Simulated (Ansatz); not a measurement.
The same path of a periodic cell of 17 atoms, Si (host Si, host structure diamond, interstitial Si) was run twice with different band settings. Lost on the way: Si1–Si17. Made: Si12–Si17.

Level of theory: DFT PBE, scalar-relativistic, plane waves, PAW (Ansatz). Settings: PAW set soft_1, cutoff 420 eV, k mesh 2x2x2, gaussian smearing 0.05 eV, no spin polarisation.

Relaxed end points:

```xyz
17
Lattice="0.0000 5.4300 5.4300 5.4300 0.0000 5.4300 5.4300 5.4300 0.0000" Properties=species:S:1:pos:R:3
Si -0.022 0.021 -0.028
Si 1.358 1.387 1.355
Si 2.720 2.709 -0.006
Si 4.043 4.071 1.355
Si 2.738 0.021 2.736
Si 4.072 1.356 4.070
Si 5.408 2.690 2.736
Si 6.788 4.071 4.103
Si -0.004 2.707 2.715
Si 1.358 4.071 4.034
Si 2.723 5.433 2.716
Si 4.073 6.786 4.071
Si 2.738 2.691 5.403
Si 4.106 4.071 6.785
Si 5.426 5.432 5.422
Si 6.789 6.752 6.785
Si 6.788 9.500 6.784
```

```xyz
17
Lattice="0.0000 5.4300 5.4300 5.4300 0.0000 5.4300 5.4300 5.4300 0.0000" Properties=species:S:1:pos:R:3
Si -0.001 0.001 0.000
Si 1.354 1.352 1.353
Si 2.717 2.713 0.033
Si 4.078 4.076 1.353
Si 2.716 0.033 2.714
Si 4.076 1.354 4.076
Si 5.397 2.714 2.714
Si 6.768 4.092 4.093
Si 0.034 2.714 2.716
Si 1.353 4.077 4.078
Si 2.716 5.396 2.716
Si 4.100 6.761 4.098
Si 2.715 2.715 5.397
Si 4.097 4.095 6.764
Si 5.435 5.425 5.430
Si 6.765 6.763 6.764
Si 8.150 8.140 8.145
```

Common settings: climbing image yes; optimiser quadratic models (default); end points relaxed.

| run | movable images | spring | start path | force threshold | iteration limit |
| --- | --- | --- | --- | --- | --- |
| 1 | 7 | 1.0 eV/Å² | straight line | 0.03 eV/Å | 33 |
| 2 | 3 | 5.0 eV/Å² | default | 0.4 eV/Å | 50 |

Task: What does each run give, and how far can it be trusted?

Result: Run 1: converged after 7 iterations, highest image 0.309 eV above the first end. By the program's own check the climbing image is a first-order saddle point (lowest curvatures found: -0.27 and 0.53 eV/Å²).
Run 2: converged after 3 iterations, highest image 0.321 eV above the first end. The threshold of 0.4 eV/Å is loose, so the images may lie well off the minimum-energy path. The order of the stationary point at the top wasn't checked.
Limits of this set-up: coarse k mesh.
